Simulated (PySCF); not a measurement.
A structure optimised at TPSSh-D3(BJ)/def2-SVP, used in a PySCF frequency run:

```xyz
15

C      2.6987    -0.7636    -0.5210
O      1.3239    -0.4639    -0.5325
C      0.8166    -0.0957     0.7377
Si    -1.0157     0.3191     0.5264
C     -1.8461    -0.9577    -0.5479
F     -1.1381     1.7861    -0.1916
H      3.3033     0.1066    -0.1964
H      2.9863    -1.0361    -1.5462
H      2.9252    -1.6128     0.1549
H      1.3689     0.7725     1.1583
H      0.9366    -0.9228     1.4739
H     -1.6428     0.4511     1.8691
H     -2.8784    -0.6727    -0.8048
H     -1.2667    -1.0823    -1.4761
H     -1.8751    -1.9323    -0.0324
```

Question: Write its SMILES and formula.

Answer: COC[Si@H](C)F, C₃H₉FOSi

Question: What are its rotational constants (standard atomic weights)?

Answer: 4.5511, 1.5657, 1.3839 GHz
